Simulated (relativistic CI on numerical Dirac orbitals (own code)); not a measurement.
Calculated at this level of theory: Dirac-Coulomb-Breit CI, separate exchange-only KLI orbitals for each configuration, QED by a radiative potential, unscaled Slater integrals (own radial code, finite nucleus).

The strongest absorption lines from the ground level of an ion, among the configurations computed and to levels below about 1080 eV (vacuum wavelength in Å, gf): 23.261 (0.033), 23.427 (0.042), 25.746 (0.015), 27.237 (1.6), 27.983 (1.7), 27.988 (0.018), 29.348 (0.011), 30.397 (0.46).

(1) Which ion is it?
A. Re⁵³⁺
B. Ho⁴³⁺
C. Re⁵¹⁺
D. Re⁴⁹⁺

Answers

(1) C. Re⁵¹⁺ has 24 electrons and the ground level 3s2 3p6 3d6 3F_4; the strongest line goes to 3s2 3p5 3d7 3F°_4. The pattern of lines fixes the number of electrons, and along that sequence the line energies rise steadily with the charge (about as its square where n changes within one kind of shell, about linearly where n is kept but much faster in heavy ions where fine structure, which grows about as Z⁴, sets the gap, and irregularly where shells cross), which fixes Z. Configurations outside the model, such as inner-shell arrays, can give stronger lines. At this charge energies of transitions that change n are usually good to better than 1 %, and those within a shell (Δn = 0) to a few per cent.

LS names give the leading component of a level, which can be under half, so a name can repeat, a term be missing and a line seem to break the LS rules.
